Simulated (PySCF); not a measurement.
Gas-phase reaction: Si₂O(OH)₆ ⇌ Si₂O₂ + 5 O + 6 H, at 1000 K and a standard pressure of 1 bar. Level: PBE0/def2-SVP†.

Energies from PySCF, thermal terms from the rigid-rotor harmonic-oscillator model, ideal gas at 1 bar. † marks an energy on the PBE0/def2-TZVP geometry and frequencies. Open shells (unrestricted): O (multiplicity 3, electronic degeneracy 9), H (multiplicity 2); the rest are closed-shell singlets. Spin-orbit splitting is ignored; it lowers the true energy and changes the entropy of O. No R ln 2 is added for the mirror-image form of Si₂O(OH)₆. Si₂O(OH)₆, Si₂O₂: computed as isolated molecules; such fragments, hydroxides, amides, oligomers or adducts are transient or little studied in the gas. The harmonic model lacks anharmonicity and excited electronic states, which grow with temperature; levels with a mode under 35 cm⁻¹ are left out. Internal rotation in Si₂O(OH)₆ is treated as a harmonic vibration of one conformer, which makes the entropy rough.

```json
[
 {"species": "Si₂O(OH)₆", "E (Ha)": "-1108.17531", "H(1000 K) − E (kJ/mol)": "467.5", "S°(1000 K) (J/mol/K)": "757.8"},
 {"species": "Si₂O₂", "E (Ha)": "-728.80584", "H(1000 K) − E (kJ/mol)": "87.0", "S°(1000 K) (J/mol/K)": "356.5"},
 {"species": "O", "E (Ha)": "-74.92490", "H(1000 K) − E (kJ/mol)": "20.8", "S°(1000 K) (J/mol/K)": "186.9"},
 {"species": "H", "E (Ha)": "-0.50034", "H(1000 K) − E (kJ/mol)": "20.8", "S°(1000 K) (J/mol/K)": "139.9"}
]
```
E: electronic energy; H − E holds the zero-point and thermal terms. 1 Ha = 2625.5 kJ/mol.

Problem. Work out ΔH°, ΔS°, ΔG° and log10 K from these numbers.

Solution. 1. ΔE = 1×(-728.80584) + 5×(-74.92490) + 6×(-0.50034) − 1×(-1108.17531) = 1.74293 Ha = 4576.1 kJ.
2. Δ(H − E) = 1×(87.0) + 5×(20.8) + 6×(20.8) − 1×(467.5) = -151.7 kJ, so ΔH° = 4424.4 kJ.
3. ΔS° = 1×(356.5) + 5×(186.9) + 6×(139.9) − 1×(757.8) = 1372.6 J/K; the number of gas molecules changes by +11.
4. ΔG° = ΔH° − TΔS° = 4424.4 − 1000×(1372.6)/1000 = 3051.8 kJ.
5. log10 K = −ΔG°/(RT ln 10) = -159.45, with RT ln 10 = 19.14 kJ/mol; at standard pressures the reactants are favoured.
6. A shift of 10 kJ in ΔE would move log10 K by 0.52 here.
For scale, ΔH°(298 K) is 4397 kJ at this level, 4539 kJ at ωB97M-V/def2-TZVP†, and runs from 3003 to 6483 kJ over the 18 levels computed.
